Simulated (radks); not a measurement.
Species: neutral rhodium. Configuration: [Kr] 4d8 5p1 (not the ground configuration).

Calculated with a radial shooting solver on a logarithmic mesh with Libxc functionals: Dirac Kohn-Sham, PBEsol, spin-unpolarised, spherical densities, finite nucleus; open shells are shared between the two j in proportion to 2j + 1; Fermi nuclear charge, rms radius 4.4945 fm.

Energy parts (hartree):
| part | energy |
|---|---|
| total | -4782.41691 |
| kinetic | 4985.24943 |
| electron-nucleus | -11577.83964 |
| Hartree | 1946.48674 |
| exchange-correlation | -136.31344 |

Orbitals (lengths in bohr, moments of r in powers of bohr):
orbital      occ.  eigenvalue (hartree)     <r^2>      <r^4>
1s1/2           2             -845.7382  0.001439  5.374e-06
2s1/2           2             -122.6440   0.02370  0.0009693
2p1/2           2             -113.5792   0.01778  0.0006358
2p3/2           4             -108.2694   0.01912  0.0007241
3s1/2           2             -21.95896    0.1749    0.04709
3p1/2           2             -18.41067    0.1710    0.04738
3p3/2           4             -17.49708    0.1805    0.05265
3d3/2           4             -11.20813    0.1624    0.05008
3d5/2           6             -11.02789    0.1654    0.05180
4s1/2           2              -3.09185     1.091      1.802
4p1/2           2              -2.01433     1.292      2.661
4p3/2           4              -1.87059     1.370      3.003
4d3/2         3.2              -0.29030     2.992      20.06
4d5/2         4.8              -0.27566     3.096      21.69
5p1/2    0.333333              -0.06606     26.14       1285
5p3/2    0.666667              -0.06106     28.30       1501

The highest occupied level is 5p3/2 at -1.662 eV. The density falls to 0.001 e/bohr^3 at r = 4.57 bohr. Summed over all electrons, <r^2> = 65.48 bohr^2, which gives a Langevin (diamagnetic) susceptibility term of -51.9 x 10^-6 cm^3/mol. The electron density at the nucleus is 1.208e+05 e/bohr^3.
